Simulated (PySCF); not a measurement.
PySCF 2.14 output of an unrestricted LDA calculation on a single atom or ion in x2c-SVPall, with the spin-free X2C one-electron Hamiltonian (Gaussian nucleus):

```
SCF conv_tol = 1e-09
number electrons alpha = 24  beta = 20
    P. A. M. Dirac.,  Math. Proc. Cambridge Philos. Soc. 26, 376 (1930)
    F. Bloch.,  Z. Phys. 57, 545 (1929)
    S. H. Vosko, L. Wilk, and M. Nusair.,  Can. J. Phys. 58, 1200 (1980)
cycle= 1 E= -4524.85068471629  delta_E= -0.0143  |g|= 0.112  |ddm|= 0.473
cycle= 2 E= -4524.84486148788  delta_E= 0.00582  |g|= 0.17  |ddm|= 0.264
cycle= 3 E= -4524.85396964361  delta_E= -0.00911  |g|= 0.00996  |ddm|= 0.151
cycle= 4 E= -4524.85400245052  delta_E= -3.28e-05  |g|= 0.000116  |ddm|= 0.0073
cycle= 5 E= -4524.85400245716  delta_E= -6.64e-09  |g|= 0.000102  |ddm|= 0.000399
cycle= 6 E= -4524.8540024618  delta_E= -4.64e-09  |g|= 3.97e-06  |ddm|= 0.000134
cycle= 7 E= -4524.85400246181  delta_E= -3.64e-12  |g|= 9.89e-08  |ddm|= 3.18e-06
converged SCF energy = -4524.85400246181  <S^2> = 6.0007157  2S+1 = 5.0002863
```

The run itself started from symmetry-adapted Hartree-Fock orbitals and held the occupation by maximum overlap, on a logarithmic radial grid, so the iterations belong to that start.

**Question.** Which element, charge and spin multiplicity is this?

**Answer.** Ru (ruthenium, neutral), multiplicity 5; the state was [Kr] 4d7 5s1, high-spin 5F determinant.
